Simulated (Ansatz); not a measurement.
CH₉B₂NSi, SMILES `BN(B)[SiH2]C`. The species carries charge 0 and has multiplicity 1.

```xyz
14

B    -1.538   -0.710    0.479
N    -0.309   -0.824   -0.229
B    -0.006   -2.015   -0.953
Si    0.923    0.454   -0.286
C     0.434    1.948    0.705
H    -1.797    0.290    1.086
H    -2.306   -1.626    0.458
H    -0.785   -2.922   -0.963
H     1.036   -2.088   -1.545
H     2.191   -0.122    0.234
H     1.127    0.820   -1.712
H     0.289    1.703    1.759
H     1.229    2.695    0.636
H    -0.488    2.397    0.330
```

Q: Give the diagnostics of a CCSD(T)/def2-TZVPP run (frozen core, the Gaussian-basis code of Ansatz). (An estimate is asked.)

A: Computed: T1 = 0.0112, largest single amplitude 0.024, largest double 0.018, (T) share of the correlation energy 3.6 %, 9 CCSD cycles. The RHF solution is stable towards an unrestricted one. T1 lies under the customary mark of 0.02 for closed shells.
